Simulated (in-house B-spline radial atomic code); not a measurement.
A fraction x of an electron is removed from 3d in Sb, starting from [Kr] 4d10 5s2 5p3 and keeping the highest spin. Computed with a B-spline radial code for spherical atoms: scalar-relativistic (X2C) LDA exchange-only, spin-polarised, spherical fractional occupations, Fermi nucleus of rms radius 4.6802 fm.

| x | E(x) - E(0) (eV) | 3d down level (eV) |
| --- | --- | --- |
| 0 | 0.0000 | -513.385 |
| 0.1 | 51.5415 | -517.451 |
| 0.19 | 98.2780 | -521.143 |
| 0.37 | ? | ? |
| 0.48 | ? | ? |
| 0.5 | 261.8281 | -534.073 |
| 0.55 | 288.5846 | -536.188 |
| 0.63 | 331.6155 | -539.588 |
| 0.76 | 402.1232 | -545.155 |
| 0.89 | 473.3580 | -550.773 |
| 1 | 534.2062 | -555.564 |

Problem. What belongs in the row x = 0.37?

Solution. An energy change of 192.7542 eV; 3d down at -528.611 eV.

Problem. What belongs in the row x = 0.48?

Solution. An energy change of 251.1551 eV; 3d down at -533.229 eV.

Problem. Check Janak's theorem between x = 0.1 and 0.19.

Solution. The slope of the energy is 519.29 eV; the orbital levels give 519.30 eV (-ε of the emptying orbital, averaged over the two points).
